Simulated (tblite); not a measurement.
Species: C5H9ClO2Si.
Numbering: `[CH3:1][O:2][C:3](=[O:4])[SiH2:5][CH2:6]/[CH:7]=[CH:8]\[Cl:9]` (hydrogens: H10, H11, H12 on C1; H13, H14 on Si5; H15, H16 on C6; H17 on C7; H18 on C8)

Structure used (GFN2-xTB), in Å, numbered top down from 1:
```
atom  x, y, z in Å
C1     2.661    1.299   -0.234
O2     1.889    0.108   -0.362
C3     1.078   -0.229    0.643
O4     0.982    0.393    1.673
Si5    0.057   -1.785    0.187
C6    -1.602   -1.129   -0.523
C7    -2.215   -0.140    0.402
C8    -2.013    1.167    0.362
Cl9   -1.005    1.914   -0.819
H10    3.663    1.046    0.117
H11    2.711    1.757   -1.219
H12    2.184    1.972    0.482
H13    0.779   -2.546   -0.831
H14   -0.190   -2.541    1.417
H15   -2.284   -1.963   -0.682
H16   -1.411   -0.660   -1.489
H17   -2.847   -0.526    1.188
H18   -2.449    1.869    1.053
```

All values are computed: GFN2-xTB (tblite) harmonic vibrations without scaling, gas phase. Against measured fundamentals such values can be off by several per cent, at times by over 20. Modes of hydrogen on silicon can be 10 to 20 % off. One conformer, not necessarily the lowest. The optimisation stopped once no atom felt more than 0.01 eV/Å.

Lowest wavenumbers of the output (negative numbers stand for imaginary wavenumbers):
```
mode    cm-1
  1     -37.7
  2      30.3
  3      38.5
  4      45.6
  5      75.4
  6     162.3
  7     169.5
  8     195.4
  9     242.8
 10     318.9
```

Task: Is this structure a minimum?

Result: Not by this Hessian. 1 mode is imaginary beyond 20i (38i cm⁻¹), so at this level the point lies at or near a first-order saddle. The curvature is small, so loose convergence or finite differences may be the whole cause.

Task: Which atoms move in the imaginary mode?

Result: 38i: H10 (methyl hydrogen) 35 %, H11 (methyl hydrogen) 31 %, H12 (methyl hydrogen) 31 %. These are shares of the mass-weighted motion.

Task: What is the remedy?

Result: Step along that mode in both directions, optimise again with tighter thresholds and repeat the frequencies. The zero-point energy of this point (79.2 kcal/mol) counts the 47 real modes alone, and thermal corrections from it aren't those of a minimum.

Hardware: Intel Xeon at 2.60 GHz, one thread, no GPU, shared host. Cost: 1.1 s wall. This covers the Hessian and the dipole derivatives.
